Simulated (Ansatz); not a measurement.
GaH$_{5}$InNO (`[OH][GaH][NH][InH2]`), relaxed with RKS PBE0-D4/def2-TZVP in Ansatz 0.2.0 from a GFN2-xTB geometry. The force threshold is 0.005 eV/Å; the program also tests the step.

Total charge 0; spin multiplicity 1. In: def2 effective core potential.

Start:

```xyz
9

O    -2.594   -0.479   -0.753
Ga   -0.978    0.100   -0.904
N     0.097   -0.192    0.548
In    2.056    0.208    0.955
H    -3.401   -0.488   -1.260
H    -0.470    0.814   -2.161
H    -0.377   -0.684    1.303
H     2.654   -0.314    2.470
H     3.013    1.034   -0.197
```

Task: By how much does the energy fall, and how many steps does the optimiser take? (Estimate.)

Result: Computed: 4.59 kcal/mol, in 7 steps.

Task: Which bonds change most? (An estimate is asked.)

Result: The calculation gave: O1–Ga2 from 1.724 to 1.793 Å; Ga2–H6 from 1.532 to 1.557 Å; Ga2–N3 from 1.830 to 1.818 Å; N3–In4 from 2.040 to 2.029 Å.

Task: Give the relaxed structure. (Estimate.)

Result: Computed: 
```xyz
9

O    -2.634   -0.516   -0.670
Ga   -0.950    0.080   -0.832
N     0.092   -0.248    0.621
In    2.042    0.206    0.949
H    -3.183   -0.343   -1.436
H    -0.462    0.808   -2.119
H    -0.384   -0.732    1.371
H     2.676   -0.280    2.466
H     2.804    1.024   -0.349
```
